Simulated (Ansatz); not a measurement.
Molecule: sum formula AlOF2H, charge 0, multiplicity 1. 
Structure (B3LYP-D3(BJ)/def2-TZVP (Ansatz, a first-principles code) minimum search):
```xyz
5

Al    -0.0065     0.0132    -0.0079
F     -1.3902    -0.8427    -0.2376
F      0.0720     1.5441    -0.5861
O      1.3237    -0.6222     0.7943
H      1.3595    -1.5063     1.1617
```
Charge 0, spin multiplicity 1.

Quantity: vertical triplet-singlet gap (E(triplet) - E(singlet); each state is the SCF solution reached for its spin), in kJ/mol. Valence correlation only, unless marked. UHF or UKS for open shells. No spin-orbit coupling. No relativistic terms. 

| level | program | vertical triplet-singlet gap (kJ/mol) |
|---|---|---|
| r2SCAN/def2-TZVPD | Ansatz | 659.2 |
| B3LYP/def2-TZVPD | Ansatz | 667.0 |
| PBE0/def2-TZVPD | Ansatz | 664.5 |
| BHLYP/def2-TZVPD | Ansatz | 663.5 |
| CAM-B3LYP/def2-TZVPD | Ansatz | 683.2 |
| MP2/aug-cc-pV(D+d)Z | Ansatz | 721.6 |
| RI-MP2/aug-cc-pV(T+d)Z | Ansatz | 730.1 |
| SCS-MP2/aug-cc-pV(D+d)Z | Ansatz | 721.2 |
| CCSD(T)/aug-cc-pV(D+d)Z | Ansatz | 693.1 |
